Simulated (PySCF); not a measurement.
Computed shifts of a molecule C4H7FO2, PBE/pcSseg-1 (PySCF), GIAO, gas phase, equivalent atoms averaged, in ppm (number of nuclei): ¹³C: 102.6 (1), 82.1 (1), 70.0 (1), 34.1 (1). ¹⁹F: -236.8 (1). ¹H: 4.92 (1), 4.70 (1), 4.62 (1), 2.57 (1), 1.73 (1), 1.53 (1), 1.33 (1). References: ¹⁷O against H2O (σ = 334.3 ppm); ¹³C against TMS (σ = 182.0 ppm); ¹⁹F against CFCl3 (σ = 133.6 ppm); ¹H against TMS (σ = 31.49 ppm), references at their B3LYP-D3(BJ)/def2-TZVP geometries, non-relativistic. Coordinates come from a B3LYP-D3(BJ)/def2-SVP optimisation. The values are those of a single conformer.

Q: Pick the molecule that these values belong to.
(A) OC[C@]1(O)C[C@H]1F
(B) CCC1(F)OCO1
(C) O[C@@H]1C[C@@H](O)C1F
(D) CO[C@@]1(F)CCO1

A: C, O[C@@H]1C[C@@H](O)C1F
